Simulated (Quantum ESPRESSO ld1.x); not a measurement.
The numbers below are computed, except where a source is named.
Sr+, configuration [Ar] 3d10 4s1.75 4p6 5s1.25 (fractional occupations, a model configuration).

Level of theory: scalar-relativistic Kohn-Sham, exchange-only LDA, spin-polarised, spherical densities, point nucleus; open shells are filled with parallel spins first (ld1.x of Quantum ESPRESSO 7.5).

Energy parts (eV):
part                  energy
total              -86309.82
kinetic             88549.95
electron-nucleus  -207831.02
Hartree             35624.23
exchange            -2652.98

Orbitals (lengths in bohr, moments of r in powers of bohr; r(90%) holds 90 % of the orbital's charge):
orbital  occ.  eigenvalue (eV)     <r^2>       <r^4>      <r>  r(90%)
1s up       1       -15918.840  0.002072  0.00001107  0.03921  0.0702
1s down     1       -15918.782  0.002072  0.00001107  0.03921  0.0702
2s up       1        -2161.612   0.03517    0.002132   0.1727   0.267
2s down     1        -2161.572   0.03517    0.002132   0.1727   0.267
2p up       3        -1923.053   0.02770    0.001533   0.1505   0.245
2p down     3        -1923.013   0.02770    0.001533   0.1505   0.245
3s up       1         -339.412    0.2793      0.1225   0.4932   0.732
3s down     1         -339.337    0.2792      0.1224   0.4931   0.732
3p up       3         -262.462    0.2913      0.1412   0.4994   0.759
3p down     3         -262.380    0.2911      0.1411   0.4993   0.759
3d up       5         -134.964    0.3036      0.1883   0.4988   0.810
3d down     5         -134.872    0.3032      0.1877   0.4986   0.809
4s up       1          -47.582     2.072       6.654    1.350    1.98
4s down  0.75          -47.199     2.069       6.614    1.349    1.98
4p up       3          -29.377     2.788       12.78    1.555    2.33
4p down     3          -28.975     2.766       12.49    1.550    2.32
5s up       1           -8.543     16.47       405.7    3.825    5.55
5s down  0.25           -7.509     16.96       443.0    3.867    5.68

The highest occupied level is 5s down at -7.509 eV. Spin moment in Bohr magnetons: 1. The density falls to 0.001 e/bohr^3 at r = 4.64 bohr. Summed over all electrons, <r^2> = 46.57 bohr^2, which gives a Langevin (diamagnetic) susceptibility term of -36.9 x 10^-6 cm^3/mol.
